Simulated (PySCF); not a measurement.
A species of formula C5H4F2 has this rotational fingerprint, computed with PySCF 2.14.0, PBE0-D3(BJ)/def2-SVP geometry optimisation, gas phase:

```
Rotational constants : A = 3572, B = 2422, C = 1457 MHz
Dipole components    : |μa| = 0.05 D, |μb| = 0.11 D, |μc| = 0.00 D
Inertial defect      : -3.41 u·Å²
κ                    : -0.09
```

Question: Which structure is it? (One computed conformer of each.)
A. `FC1=C(F)CC=C1`
B. `[F:1][CH:2]([F:3])[CH:4]=[C:5]1[CH:6]=[CH:7]1` with F1–C2–C4–C5 126°
C. `[F:1]/[CH:2]=[C:3](/[F:4])[C:5]1=[CH:6][CH2:7]1` with C2–C3–C5–C6 180°

Answer: C. It is F/C=C(/F)C1=CC1, an asymmetric top, point group Cs. The candidates at the same level (rigid rotor, commonest isotopes):

```csv
SMILES,A (MHz),B (MHz),C (MHz),μa (D),μb (D),μc (D),Δ (u·Å²),point group,rotor
F/C=C(/F)C1=CC1,3572,2422,1457,0.05,0.11,0.00,-3.41,Cs,asymmetric top
FC1=C(F)CC=C1,3615,3170,1707,2.35,0.57,0.00,-3.16,Cs,asymmetric top
FC(F)C=C1C=C1,7071,1363,1299,4.75,0.06,0.93,-53.09,near Cs,near-prolate asymmetric top
```

`FC1=C(F)CC=C1` has B 31 % too high; `FC(F)C=C1C=C1` has A 98 % too high. In the right answer the mirror of this Cs structure is the ab plane, so μc vanishes by symmetry. No structure here is proved a minimum.
